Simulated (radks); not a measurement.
Results of a calculation; reference values are marked as such.
Code: a radial shooting solver on a logarithmic mesh with Libxc functionals. Model: non-relativistic Kohn-Sham, LDA (Slater exchange, Perdew-Wang correlation), spin-polarised, spherical densities, point nucleus. Response by self-consistent Sternheimer equations with the Hartree and adiabatic LDA kernel. Rank P5+, Si4+, S6+, Ne, Mg2+, Ar8+, Cl7+, Al3+ (NIST ground configurations) by static dipole polarisability, largest first.

Answer. Ne 3.052, Mg2+ 0.5136, Al3+ 0.2834, Si4+ 0.1716, P5+ 0.1109, S6+ 0.07518, Cl7+ 0.05295, Ar8+ 0.03846 bohr^3.
